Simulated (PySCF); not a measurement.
## Cost of excited-state runs on SMILES C1(Cl)=CNBC=C1, C₄H₅BClN

Geometry:
| atom | x (Å) | y (Å) | z (Å) |
| --- | --- | --- | --- |
| Cl1 | 3.375 | -0.022 | -0.539 |
| C2 | 1.656 | 0.040 | -0.296 |
| C3 | 1.084 | 1.190 | 0.144 |
| N4 | -0.257 | 1.257 | 0.339 |
| B5 | -1.147 | 0.167 | 0.111 |
| C6 | -0.481 | -1.104 | -0.378 |
| C7 | 0.870 | -1.116 | -0.558 |
| H8 | 1.676 | 2.074 | 0.346 |
| H9 | -0.604 | 2.141 | 0.667 |
| H10 | -2.314 | 0.336 | 0.314 |
| H11 | -1.029 | -2.016 | -0.595 |
| H12 | 1.394 | -2.002 | -0.905 |

PySCF with density fitting, on 1 thread of an Arm Neoverse V1, shared host. Command: `OMP_NUM_THREADS=1 python excited_run.py task.json out`

(1) How long does each of these runs take, and how much memory?
- excited-state relaxation, BHandHLYP/def2-SVP; state S1; TDA; grid level 1; writes grids
- excited-state relaxation, BHandHLYP/def2-SVP; state T1; UKS; grid level 1

## Answers

(1) 
```
                     run               level  basis functions  wall time  peak memory (GiB)
excited-state relaxation  BHandHLYP/def2-SVP              127    3.3 min               0.71
excited-state relaxation  BHandHLYP/def2-SVP              127       99 s               0.63
```
Times from a shared host are rough.
